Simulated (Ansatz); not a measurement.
C5H4F6, SMILES `F[C@@H]1[C@@H](F)CC(F)(F)C1(F)F`, relaxed with RKS PBE-D4/def2-SVP in the Gaussian-basis code of Ansatz from a rough embedded geometry. The force threshold is 0.03 eV/Å; the program also tests the step.

Total charge 0; spin multiplicity 1.

Start:

```xyz
15

F     0.279   -1.653   -1.494
C     0.277   -1.235   -0.207
C     1.310   -0.121   -0.067
C     0.397    1.095    0.459
F     0.355    1.035    1.759
F     1.010    2.250    0.077
C    -0.917    0.831   -0.222
F    -0.856    1.009   -1.547
F    -1.874    1.640    0.229
C    -1.101   -0.625    0.059
F    -1.401   -0.819    1.364
H     0.496   -2.051    0.478
H     2.098   -0.380    0.690
H     1.822    0.120   -1.009
H    -1.894   -1.098   -0.570
```

```csv
step,energy (eV),largest force (eV/Å),largest move (Å)
1,-21512.7189,5.071,0.000
2,-21513.1846,1.730,0.102
3,-21513.2678,0.282,0.059
4,-21513.2796,0.104,0.033
5,-21513.2822,0.083,0.022
6,-21513.2834,0.123,0.053
7,-21513.2860,0.055,0.033
8,-21513.2906,0.033,0.084
9,-21513.2941,0.141,0.103
10,-21513.2972,0.160,0.066
11,-21513.3020,0.271,0.128
12,-21513.3069,0.187,0.033
13,-21513.3180,0.040,0.158
14 (rejected),-21513.3165,0.285,0.199
15,-21513.3219,0.065,0.097
16 (rejected),-21513.3215,0.170,0.098
17,-21513.3233,0.025,0.047
18,-21513.3237,0.035,0.049
19,-21513.3238,0.020,0.005
```

End:

```xyz
15

F     0.523   -2.284   -0.900
C     0.304   -1.254   -0.006
C     1.285   -0.093   -0.214
C     0.551    1.079    0.417
F     0.554    0.956    1.783
F     1.053    2.294    0.100
C    -0.914    0.883   -0.073
F    -0.992    1.396   -1.341
F    -1.820    1.497    0.709
C    -1.114   -0.656   -0.146
F    -1.955   -1.100    0.847
H     0.382   -1.651    1.030
H     2.282   -0.259    0.235
H     1.399    0.104   -1.299
H    -1.536   -0.913   -1.142
```

It took 56 s on 4 threads of an AMD EPYC 7R13 on a shared host and a share of an NVIDIA H100 80 GB, with 0.84 GiB of host memory at the peak.
